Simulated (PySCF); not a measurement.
## RbH₂⁻, singlet: structure and spectrum

All numbers come from PySCF, PBE0, basis Rb def2-TZVPD with ECP28, H def2-TZVPD (scalar-relativistic core potentials, no spin–orbit coupling, density fitting).

The structure is a minimum.

```xyz
3
charge -1 multiplicity 1, angstrom
Rb    0.0000    0.0000    0.0000
H     0.0000    0.0000    2.6858
H     0.0000    0.0000   -2.6858
```

- Point group: D∞h
- Bond lengths: Rb–H 2.686 Å (×2)
- Bond angles: H–Rb–H 180.0°
- Principal quadrupole moments (Buckingham, traceless) about the centre of mass: -59.82, 29.91, 29.91 D Å
- Zero-point energy: 9.6 kJ/mol
- Principal polarisabilities: 131.4, 132.7, 132.7 bohr³
- Heat capacity Cp at 298.15 K: 52.7 J/(mol K)
- Highest occupied level: -0.41 eV
- Rotational constants: 1.159 cm⁻¹
- Rotational symmetry number: 2
- Dipole moment about the centre of mass: 0.00 D
- Entropy at 298.15 K and 1 bar: 236.4 J/(mol K)
- Enthalpy at 298.15 K above 0 K: 12.81 kJ/mol
- Lowest empty level: 2.53 eV

Harmonic modes (masses in u: Rb 84.912, H 1.008):
| symmetry | ω (cm⁻¹) | IR (km/mol, summed over degenerate members) | type |
| --- | --- | --- | --- |
| πu | 143 | 2447 | bend |
| σu+ | 620 | 1592 | stretch |
| σg+ | 700 | 0.0 | stretch |

In D∞h the vibrations span πu + σu+ + σg+. The σg+ mode carries no infrared intensity, as symmetry demands. With a centre of inversion only u modes can be infrared active and only g modes Raman active.

Charges (e); Mulliken and Löwdin values are unreliable with diffuse functions:
| atom | Mulliken | Löwdin | polar tensor | Mayer order to Rb1 |
| --- | --- | --- | --- | --- |
| Rb1 | -0.06 | -0.22 | 0.67 | – |
| H2,3 | -0.47 | -0.39 | -0.83 | 0.77 |

Mulliken populations on Rb1 (electrons outside its core potential): s 2.49, p 6.41, d 0.16.

Outer orbital energies (eV). occupied: -13.11, -13.11, -12.68, -0.90, -0.41; empty: 2.53, 2.71, 2.71, 2.77.

Counting electrons, rubidium keeps none of its valence electrons outside its bonds, so the VSEPR class is AX2 and the expected shape is linear (D∞h), as computed.

Other isomers or separated fragments may lie lower. The lowest empty level of this anion is unbound, so it and the gap depend on the basis.

The final relaxation and frequency run took 31 s on 2 threads of a shared Intel Xeon @ 2.50GHz (Skylake/Cascade Lake) host, with 51 basis functions and 5 gradients; the process peaked at 0.56 GiB. Launch command: `OMP_NUM_THREADS=2 python axn.py task.json out`.
